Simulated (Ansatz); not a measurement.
CH5AlClFSi, SMILES `C[SiH2][Al]([F])[Cl]`, relaxed with RKS PBE-D4/def2-SVP in Ansatz 0.2.0 from a rough embedded geometry. The force threshold is 0.03 eV/Å; the program also tests the step.

Charge 0, multiplicity 1.

Start:

```xyz
10

C    -1.348    0.016    0.846
Si    0.492    0.206    0.619
Al    1.004   -0.219   -1.646
F    -0.256   -0.695   -2.780
Cl    3.125   -0.197   -2.333
H    -1.683   -0.938    0.622
H    -1.584    0.270    1.937
H    -1.829    0.794    0.231
H     0.922    1.547    1.002
H     1.157   -0.784    1.502
```

Problem. By how much does the energy fall, and how many steps does the optimiser take? (An estimate is asked.)

Solution. Computed: 0.41 eV, in 7 steps.

Problem. Which bonds change most? (An estimate is asked.)

Solution. The calculation gave: Al3–Cl5 from 2.230 to 2.113 Å; Al3–F4 from 1.761 to 1.680 Å; Si2–Al3 from 2.360 to 2.440 Å; C1–H6 from 1.035 to 1.108 Å.

Problem. Give the relaxed structure. (Best estimate.)

Solution. Computed: 
```xyz
10

C    -1.398    0.062    0.912
Si    0.473    0.187    0.624
Al    1.089   -0.269   -1.692
F    -0.081   -0.669   -2.830
Cl    3.073   -0.197   -2.416
H    -1.768   -0.952    0.662
H    -1.640    0.271    1.973
H    -1.943    0.792    0.280
H     0.980    1.563    0.981
H     1.215   -0.789    1.505
```
